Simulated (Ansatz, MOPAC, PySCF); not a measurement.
System: trihydroxy(silyl)silane, H6Si2O3, charge 0, multiplicity 1. SMILES: O[Si]([SiH3])(O)O
Geometry from a B3LYP-D3(BJ)/def2-TZVP (Ansatz, a first-principles code) optimisation:
```xyz
11

O     -1.1515     0.5771     1.3434
Si    -0.2910     0.3175    -0.0330
O     -1.3285    -0.1281    -1.2227
O      0.4614     1.7603    -0.3213
Si     1.2439    -1.4378     0.1423
H     -0.8407     1.2728     1.9291
H     -2.1588     0.3516    -1.3052
H      1.0233     1.8354    -1.0967
H      0.5617    -2.7328     0.3725
H      2.1697    -1.1782     1.2731
H      2.0539    -1.5389    -1.0984
```
Charge 0, spin multiplicity 1.

Property: size of the dipole moment, in D. Conventions: dispersion terms only where a functional's name holds one; non-relativistic; spin-orbit terms left out; 6-311+G** with 5d, 6d on Na to Ar in Ansatz; 6-31G* and kin with 6d, 5d where marked; PM7 with its own dispersion and hydrogen-bond terms. First-principles rows: single points at B3LYP-D3(BJ) geometries (Ansatz). Semi-empirical rows: dipoles at the shared geometry.

```tsv
level	program	size of the dipole moment (D)
PM7	MOPAC	1.39
MNDO	MOPAC	1.29
PBE/def2-SVP	Ansatz	1.93
B3LYP/6-31G*	Ansatz	1.82
PBE0/6-311+G**	Ansatz	1.60
M06-2X/6-311+G**	PySCF	1.58
```

No value to compare with is used here. The 6 habitual levels span 1.29 (MNDO) to 1.93 D (PBE/def2-SVP).

The levels are drawn from those run, B3LYP/6-31G* more often than the rest, none by its result; left out are runs that failed, that the program found above a lower state of the same kind, or whose <S^2> lies over 0.5 above the pure value.
